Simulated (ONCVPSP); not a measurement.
# Hf (Z = 72): excitation energies, all-electron against ONCV

- Element: hafnium
- Generator: ONCVPSP 4.0.1
- Type: optimised norm-conserving Vanderbilt (ONCV)
- Functional: PBE
- Relativity: non-relativistic
- Frozen core: [Kr] 4d10 4f14
- Valence charge: 12
- Reference configuration: 5s2 5p6 5d2 (charge +2)
- Partial waves: 5s: rc 1.95 bohr, ncon 5, nbas 9, qcut 6.4 1/bohr, 1 projector; 5p: rc 1.95 bohr, ncon 3, nbas 6, qcut 5.9 1/bohr, 3 projectors, debl 1.6 Ha; 5d: rc 3.10 bohr, ncon 5, nbas 9, qcut 4.7 1/bohr, 2 projectors, debl 0.6 Ha
- Local potential: polynomial inside 1.50 bohr (lpopt 3, dvloc0 0 Ha)
- Core correction: none

In the p channel the program set the typed energies aside and used -1.767, 0.250, 1.850 Ha. In the d channel the program set the typed energies aside and used -0.635, 0.250 Ha.

Energies are relative to the spin-unpolarised reference configuration 5s2 5p6 5d2; without spin polarisation the order of configurations can differ from experiment.

**Question.** Give the all-electron excitation energy and the error of the potential for: 5s2 5p6 5d2 6s2; 5s2 5p6 5d2 6s1; 5s2 5p6 5d1; 5s2 5p6 5d2 6p1.

**Answer.**

| valence configuration | charge | ΔE all-electron (eV) | error AE − PS (meV) |
| --- | --- | --- | --- |
| 5s2 5p6 5d2 6s2 | 0 | -19.864 | +381 |
| 5s2 5p6 5d2 6s1 | +1 | -12.803 | +247 |
| 5s2 5p6 5d1 | +3 | 22.490 | +43 |
| 5s2 5p6 5d2 6p1 | +1 | -9.199 | +4.6 |

Levels in the configuration 5s2 5p6 5d2 6p1:

| level | all-electron (eV) | pseudo (eV) |
| --- | --- | --- |
| 5s | -63.399 | -63.373 |
| 5p | -41.503 | -41.482 |
| 5d | -10.975 | -10.972 |
| 6p | -6.833 | -6.840 |
